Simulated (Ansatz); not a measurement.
Consider the ligand exchange at a Zr–F bond: `[OH][Zr]([F])([F])[Cl]` + HI → `[OH][Zr]([F])([Cl])[I]` + H–F.

Program: Ansatz. Geometries: PBE0-D4/def2-TZVP. ΔE: electronic, gas phase. CBS: MP2 limit from def2 TZ/QZ plus the TZ coupled-cluster correction, frozen cores. This one scheme is used for every species. Functionals use def2-TZVPP. B3LYP here is the variant with VWN-RPA as its local correlation; programs differ in this. HSE06 is defined as in plane-wave codes. def2 core potentials past Kr. For I, Zr outer-core shells are correlated without core-valence functions, which leaves a few kJ/mol of doubt a bond. Each species was taken in one conformer, which may not be the lowest.

| level | ΔE (kJ/mol) | difference from CCSD(T)/CBS |
| --- | --- | --- |
| LDA (SPW92) | 29.9 | 12.0 |
| PBE-D4 | 30.1 | 12.2 |
| revPBE-D4 | 31.8 | 13.9 |
| BLYP-D4 | 39.9 | 22.0 |
| r2SCAN-D4 | 31.3 | 13.4 |
| B97M-V | 40.4 | 22.5 |
| PBE0-D4 | 22.3 | 4.4 |
| B3LYP-D4 | 32.8 | 14.9 |
| r2SCANh-D4 | 27.9 | 10.0 |
| r2SCAN0-D4 | 23.5 | 5.6 |
| BHLYP-D4 | 24.8 | 6.9 |
| CAM-B3LYP-D4 | 42.2 | 24.3 |
| ωB97X-V | 38.8 | 20.9 |
| ωB97M-V | 34.1 | 16.2 |
| B2PLYP | 30.3 | 12.4 |
| PBE-QIDH | 16.2 | -1.7 |
| PBE | 34.9 | 17.0 |
| revPBE | 37.1 | 19.2 |
| BLYP | 48.4 | 30.5 |
| r2SCAN | 32.4 | 14.5 |
| PBE0 | 26.8 | 8.9 |
| r2SCANh | 29.3 | 11.4 |
| r2SCAN0 | 25.0 | 7.1 |
| HSE06 | 25.8 | 7.9 |
| BHLYP | 35.2 | 17.3 |
| CAM-B3LYP | 47.3 | 29.4 |
| LC-ωPBE | 44.5 | 26.6 |
| RPA@PBE/def2-TZVPP | 26.4 | 8.5 |
| HF/def2-SVP | 44.5 | 26.6 |
| MP2/def2-SVP | 38.4 | 20.5 |
| CCSD/def2-SVP | 49.3 | 31.4 |
| CCSD(T)/def2-SVP | 46.2 | 28.3 |
| HF/def2-TZVPP | 31.3 | 13.4 |
| MP2/def2-TZVPP | 8.7 | -9.2 |
| SCS-MP2/def2-TZVPP | 20.0 | 2.1 |
| CCSD/def2-TZVPP | 25.8 | 7.9 |
| HF/def2-QZVPP | 32.1 | 14.2 |
| MP2/def2-QZVPP | 6.7 | -11.2 |
| HF/CBS(def2) | 32.2 | 14.3 |
| MP2/CBS(def2) | 4.8 | -13.1 |
| CCSD(T)/CBS | 17.9 | 0 |

Task: What do rigid-rotor, harmonic-oscillator terms from PBE0-D4/def2-TZVP frequencies (298.15 K, 1 bar) make of the CCSD(T)/CBS value? (Estimate.)

Result: The calculation gave: ΔZPE = +7.4 kJ/mol, ΔH = +27.0 kJ/mol, ΔS = -1 J/(mol·K), ΔG = +27.3 kJ/mol.

Largest T1 diagnostic among the species: 0.017.

The D4 term adds −7.9 kJ/mol with B3LYP and −4.5 kJ/mol with PBE0; it sums over pairs of atoms, weighted by their polarisabilities, and B3LYP, whose exchange is more repulsive, gets the larger term. From PBE to PBE0 (25 % exact exchange), in def2-TZVPP and without D4, ΔE moves by −8.0 kJ/mol. At CCSD(T), def2-SVP lies +28.3 kJ/mol from the extrapolated value and def2-TZVPP +3.8 kJ/mol.

CCSD(T)/CBS has its own doubt, a few kJ/mol and more with outer-core shells, so smaller differences from it don't rank the levels.
